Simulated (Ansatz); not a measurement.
Ansatz (a quantum-chemistry and plane-wave program) input file for Be(H)2 cation (BeH₂), SMILES [BeH2] (connectivity only; charge and spin as stated), charge +1, multiplicity 2, PBE-D3(BJ)/def2-TZVPD. 

Ansatz 0.2 input:
```yaml
crystal:
  periodic: [false, false, false]
  atoms:
    - {symbol: Be, position_ang: [0.00000000, 0.00000000, 0.00000000]}
    - {symbol: H, position_ang: [0.00000000, 0.00000000, 1.36267997]}
    - {symbol: H, position_ang: [0.00000000, 0.00000000, -1.36267997]}
basis:
  gaussian:
    orbitals: def2-TZVPD
hamiltonian:
  xc: pbe
  dispersion: d3bj
total_charge: 1
magnetization: {spin_polarized: true, initial_magnetization: 1}
relax: {f_tol: 0.002, max_steps: 200}
```

Output:

```
WARN ansatz: RAYON_NUM_THREADS=1 ignored (pool sized by the plan → 1); use --threads N
Functional definition: PBE
integrals: 0.00 GiB planned
259 factors; their error is unknown
mean field: 0.07 GiB planned
mean field evaluation 1: about -419.8276 eV, gradient 5.2e0 eV
mean field evaluation 2: about -420.0662 eV, gradient 1.6e0 eV
mean field evaluation 4: about -420.0904 eV, gradient 6.0e-2 eV
mean field evaluation 8: about -420.0864 eV, gradient 8.8e-3 eV
mean field evaluation 16: about -419.2870 eV, gradient 3.6e-2 eV
mean field -420.08643301 eV, -15.4378916684 hartree, gradient 9.3e-6 eV, S^2 0.757555; 2 other end points of the search recorded, 0 dependent functions left out
the calculation of the forces begins
reference -420.08646381 eV, -15.4378928003 hartree; 3, 2 occupied and 37, 38 virtual orbitals, 259 factors
relax step   1: F+E_penalty+E_count = -420.10138811 eV  Δ(F+E_penalty+E_count) = +0.000e0 eV  max|allowed force component| = 1.361e0 eV/Å  Δτ_max = 0.0000 Å  (49 SCF iters, accepted)
these checks for a lower state are left out or cut short: starts, cluster_reference, orbital_swaps, neighbouring_geometries, increment
integrals: 0.00 GiB planned
259 factors; their error is unknown
mean field: 0.07 GiB planned
mean field -420.21533299 eV, -15.4426286553 hartree, gradient 7.5e-5 eV, S^2 0.759048; 1 other end points of the search recorded, 0 dependent functions left out
the calculation of the forces begins
reference -420.21536129 eV, -15.4426296954 hartree; 3, 2 occupied and 37, 38 virtual orbitals, 259 factors
relax step   2: F+E_penalty+E_count = -420.23027327 eV  Δ(F+E_penalty+E_count) = -1.289e-1 eV  max|allowed force component| = 4.165e-1 eV/Å  Δτ_max = 0.0745 Å  (48 SCF iters, accepted)
these checks for a lower state are left out or cut short: starts, cluster_reference, orbital_swaps, neighbouring_geometries, increment
integrals: 0.00 GiB planned
259 factors; their error is unknown
mean field: 0.07 GiB planned
mean field evaluation 32: about -420.2308 eV, gradient 9.5e-1 eV
mean field -420.23194371 eV, -15.4432390877 hartree, gradient 3.0e-5 eV, S^2 0.760036; 1 other end points of the search recorded, 0 dependent functions left out
the calculation of the forces begins
reference -420.23197104 eV, -15.4432400922 hartree; 3, 2 occupied and 37, 38 virtual orbitals, 259 factors
relax step   3: F+E_penalty+E_count = -420.24703355 eV  Δ(F+E_penalty+E_count) = -1.676e-2 eV  max|allowed force component| = 2.967e-2 eV/Å  Δτ_max = 0.0385 Å  (49 SCF iters, accepted)
these checks for a lower state are left out or cut short: starts, cluster_reference, orbital_swaps, neighbouring_geometries, increment
integrals: 0.00 GiB planned
259 factors; their error is unknown
mean field: 0.07 GiB planned
mean field -420.23201614 eV, -15.4432417496 hartree, gradient 1.1e-5 eV, S^2 0.760126; 1 other end points of the search recorded, 0 dependent functions left out
the calculation of the forces begins
reference -420.23204340 eV, -15.4432427515 hartree; 3, 2 occupied and 37, 38 virtual orbitals, 259 factors
relax step   4: F+E_penalty+E_count = -420.24712908 eV  Δ(F+E_penalty+E_count) = -9.553e-5 eV  max|allowed force component| = 2.370e-4 eV/Å  Δτ_max = 0.0032 Å  (42 SCF iters, accepted)
integrals: 0.00 GiB planned
259 factors; their error is unknown
mean field: 0.07 GiB planned
mean field evaluation 64: about -420.2320 eV, gradient 3.7e-3 eV
mean field -420.23201614 eV, -15.4432417496 hartree, gradient 1.1e-5 eV, S^2 0.760126; 4 other end points of the search recorded, 0 dependent functions left out
the calculation of the forces begins
reference -420.23204340 eV, -15.4432427515 hartree; 3, 2 occupied and 37, 38 virtual orbitals, 259 factors
Total energy: -420.24715634 eV, -15.4437981418 hartree
Atom 0 at    -0.000000     0.000000    -0.000000 Å, force     0.000000    -0.000000    -0.000000 eV/Å
Atom 1 at     0.000000    -0.000000     1.478798 Å, force    -0.000000     0.000000     0.000237 eV/Å
Atom 2 at     0.000000    -0.000000    -1.478798 Å, force    -0.000000     0.000000    -0.000237 eV/Å
Dipole moment:    -0.000000    -0.000000    -0.000000 e Å
```

Self-consistency was reached.
